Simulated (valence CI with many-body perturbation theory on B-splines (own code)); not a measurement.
# Which ion has this spectrum?

A relativistic CI+MBPT calculation for an atom or ion with 31 electrons gives these levels (cm⁻¹):

```csv
J,Parity,E,g
1/2,odd,0.0,0.67
3/2,odd,4366,1.33
1/2,even,79189,2.67
3/2,even,80937,1.73
5/2,even,83373,1.60
3/2,even,103984,0.80
5/2,even,104479,1.20
1/2,even,128571,1.86
1/2,even,136106,0.81
3/2,even,138348,1.33
3/2,even,153117,0.80
5/2,even,153511,1.20
1/2,even,157252,2.00
1/2,odd,189813,0.67
```

The energies are calculated, with errors of about 170 cm⁻¹, more in some levels.

(1) Which is it?
A. Se3+
B. Ga
C. Br4+
D. Ge+

Answers

(1) A. Se3+, ground level 4s²4p ²P°_1/2.
